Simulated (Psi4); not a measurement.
Conformational energy of SMILES C(c1ccccc1S)#N (C7H5NS). Scanned: dihedral C3–C8–S9–H14; all other coordinates were relaxed at GFN2-xTB. Points at φ and −φ are mirror images.

Geometry of the scan point at 140° (Å):
```
14

N      3.1417    -1.4137     0.1373
C      2.0793    -0.9855     0.1008
C      0.7594    -0.4813     0.0455
C     -0.3138    -1.3732     0.0244
C     -1.6079    -0.8971    -0.0430
C     -1.8410     0.4702    -0.0867
C     -0.7857     1.3632    -0.0554
C      0.5192     0.8974     0.0207
S      1.8916     2.0231     0.0531
H     -0.1133    -2.4340     0.0515
H     -2.4358    -1.5888    -0.0647
H     -2.8519     0.8447    -0.1431
H     -0.9703     2.4269    -0.0853
H      1.3722     2.8784    -0.8288
```

Method: PBE-D3(BJ)/def2-SVP // GFN2-xTB in Psi4.

Scanned values (°): -160, -140, -120, -100, -80, -60, -40, -20, 0, 20, 40, 60, 80, 100, 120, 140, 160, 180.

### Question
Describe the profile: where are the wells and the tops?

### Answer
Lower than their neighbours: 0° (0.000 eV), 180° (0.073 eV). Higher than their neighbours: -100° (0.211 eV), 100° (0.211 eV). The whole profile spans 0.211 eV.
